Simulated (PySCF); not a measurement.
## TbH3(H2O) at several levels of theory

Computed with PySCF 2.14.0 (density fitting, no spin-orbit coupling) at the geometry relaxed with PBE0:

```xyz
7
TbH3(H2O) (singlet in the valence; each metal's 4f electrons, 8 of them, lie in its core potential, out of spins and levels)
Tb    0.0503   -0.2415   -0.0376
H     0.4163    1.7980    0.3229
H    -0.9062   -1.2972    1.3997
H     1.4402   -1.2470   -1.1117
O    -1.2521    1.2474   -1.2585
H    -0.6627    1.8843   -0.7129
H    -1.4520    1.6479   -2.1118
```

```tsv
level	basis	state	HOMO (eV)	gap (eV)	charge on Tb1 (e)	population of f-type functions on Tb1 (polarisation alone where 4f lies in the core)	dipole about the centre of mass (D)	largest force component (eV/Å)
PBE0	Tb lcecp-1-SVP with ECP54, H def2-SVP, O def2-SVP	singlet	-6.56	5.43	0.76	0.03	4.21	0.01
PBE	the same	singlet	-5.35	3.35	0.56	0.02	4.15	0.58
BLYP	the same	singlet	-5.25	3.27	0.54	0.02	4.21	0.60
```

In the lcecp rows the 4f levels are missing from HOMO and gap, and the state counts the valence alone.

Charges are Mulliken's, which hang on the basis. The relaxation used the grid (50, 194), these runs (75, 302) or, all-electron (x2c bases, spin-free X2C Hamiltonian), (99, 590).

Problem. What does PBE0 with Tb lcecp-1-TZVP with ECP54, H def2-TZVP, O def2-TZVP give here?

Solution. state singlet, HOMO (eV) -6.60, gap (eV) 5.44, charge on Tb1 (e) 0.96, population of f-type functions on Tb1 (polarisation alone where 4f lies in the core) 0.03, dipole about the centre of mass (D) 4.06, largest force component (eV/Å) 0.22. Time: 6.1 s on 2 threads of Arm Neoverse V2, on a shared host, from free ions and atoms.

In the first row's basis the gap widens with exact exchange: 3.3 eV for BLYP, PBE (none); 5.4 eV for PBE0 (a fixed share).

An lcecp potential fixes the number of 4f electrons, so in runs with it no electron can move into or out of that shell.
